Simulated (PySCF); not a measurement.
**Deuteron quadrupole couplings in `FC(F)(F)CC1=CC=C[SiH2]1`**

Species: C₆H₇F₃Si.
Z-matrix (Å and degrees, PBE0-D3(BJ)/def2-SVP geometry), rows numbered from 1:
```
F 
C   1  1.3433
F   2  1.3358  1  107.14
F   2  1.3337  1  107.22  3  -115.39
C   2  1.5081  1  111.19  3   121.70
C   5  1.4933  2  113.50  1    58.99
C   6  1.3512  5  124.19  2   139.37
C   7  1.4770  6  117.55  5   177.18
C   8  1.3498  7  117.19  6    -0.34
Si  9  1.8720  8  106.73  7     0.73
H   5  1.1012  2  107.50  1  -176.99
H   5  1.1037  2  105.86  1   -62.67
H   7  1.0972  6  122.76  5    -2.40
H   8  1.0958  7  119.33  6   179.51
H   9  1.0916  8  122.43  7   179.23
H  10  1.4942  6  112.92  5   -58.79
H  10  1.4920  6  113.83  5    66.25
```

Level: PBE0/pcSseg-1 (PySCF, non-relativistic); Q(2H) = 0.00286 b; rigid geometry, the same for H and D, with no vibrational averaging.

**Question.** Rank these positions by the coupling χzz of a deuteron there, largest first.
A. H12 (methylene hydrogen)
B. H17 (Si–H hydrogen)
C. H15 (vinylic hydrogen)
D. H14 (vinylic hydrogen)

**Answer.** C (211 kHz), D (201 kHz), A (187 kHz), B (95 kHz).

**Question.** Give the electric field gradient Vzz (the principal value of largest size), its asymmetry and the 2H coupling at each hydrogen.

**Answer.** 
| atom | bonded to | bond length (Å) | Vzz (au) | η | χzz (kHz) |
| --- | --- | --- | --- | --- | --- |
| H11 | C5 | 1.101 | 0.2822 | 0.05 | 190 |
| H12 | C5 | 1.104 | 0.2783 | 0.04 | 187 |
| H13 | C7 | 1.097 | 0.2966 | 0.06 | 199 |
| H14 | C8 | 1.096 | 0.2991 | 0.05 | 201 |
| H15 | C9 | 1.092 | 0.3136 | 0.03 | 211 |
| H16 | Si10 | 1.494 | 0.1415 | 0.02 | 95 |
| H17 | Si10 | 1.492 | 0.1421 | 0.02 | 95 |

**Question.** Average by the element that carries the hydrogen.

**Answer.** on C: 198 kHz over 5 positions, mean bond length 1.098 Å; on Si: 95 kHz over 2 positions, mean bond length 1.493 Å.

**Question.** How does χzz go with the bond length over the 5 C–H bonds?

**Answer.** A straight-line fit has a slope of -20.0 kHz for each 0.01 Å, with a correlation coefficient of -0.99, over lengths from 1.092 to 1.104 Å. The longer bonds have the smaller couplings here.

**Question.** Give the 2H NMR doublet splittings at H15 for a magnetic field along the z, y and x axes of the gradient: 3χ/2, 3χ(1 + η)/4, 3χ(1 − η)/4.

**Answer.** With |χ| = 210.7 kHz and η = 0.028: 316, 163 and 154 kHz, to first order and without motion.

One conformer (not necessarily the lowest) at the PBE0-D3(BJ)/def2-SVP geometry, without solvent, vibrations or thermal averaging. These gradients aren't converged with respect to the basis.
